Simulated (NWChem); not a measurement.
# Basis-set convergence for H$_{5}$InO$_{2}$

```xyz
8

In     0.4229    -0.2159    -0.1325
H      0.7559    -1.6891     0.6938
H      1.3932     0.9365    -0.9648
O     -1.5756    -0.0101    -0.6895
H     -2.1025    -0.8160    -0.6812
O     -0.7583     1.1543     1.3728
H     -1.4653     0.8877     0.7046
H     -0.6348     2.1058     1.2721
```
Charge 0, spin multiplicity 1.

All runs are NWChem calculations. The geometry was optimised at PBE0/def2-SVP with def2 effective core potentials on In, with no frequency check, so it may be a saddle point. It is one conformer; others weren't searched.

Quantity: LUMO energy at the level B3LYP.

Effective core potentials replace the inner electrons of In; spin-orbit coupling is left out. B3LYP has NWChem's definition, with VWN1-RPA local correlation. The structure started from a generated list of species.

Costs are rough ratios of processor time within this set of runs, SCF included, with def2-SVP as 1.

Q: In def2-TZVPP the value is -0.94 eV. Among def2-SVP, def2-SVPD, def2-TZVP, def2-TZVPD, which is the smallest basis within 0.2 eV of it?

A: def2-SVPD, with 118 functions against 182 (also within reach: def2-TZVP, def2-TZVPD). def2-TZVPP isn't the basis-set limit itself, and a small set can land close by cancellation.

| basis | functions | LUMO energy (eV) | relative cost |
|---|---|---|---|
| def2-SVP | 79 | -0.68 | 1 |
| def2-SVPD | 118 | -0.95 | under 3 |
| def2-TZVP | 142 | -0.93 | 4 |
| def2-TZVPD | 181 | -1.01 | 10 |
| def2-TZVPP | 182 | -0.94 | 7 |
